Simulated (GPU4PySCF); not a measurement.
pyrene (C16H10), SMILES c1cc2ccc3cccc4ccc(c1)c2c34.

Geometry: ωB97X-D3(BJ)/def2-TZVP.

These are PBE/def2-TZVPD (GPU4PySCF) values and carry that method's errors.

The molecule is in vacuum.

The total energy is -615.19380 hartree and the point group comes out as D2h. The highest occupied level is -5.14 eV and the lowest empty level comes out as -2.37 eV. The orbital gap is 2.77 eV. The dipole moment is 0.00 D, the quadrupole, principal values (traceless, Buckingham form, about the centre of nuclear charge) comes out as -16.80, 8.38, 8.42 D·Å and the mean static polarisability is 201.6 bohr³ (29.87 Å³). The polarisability, principal values is 92.3, 216.4, 296.0 bohr³.
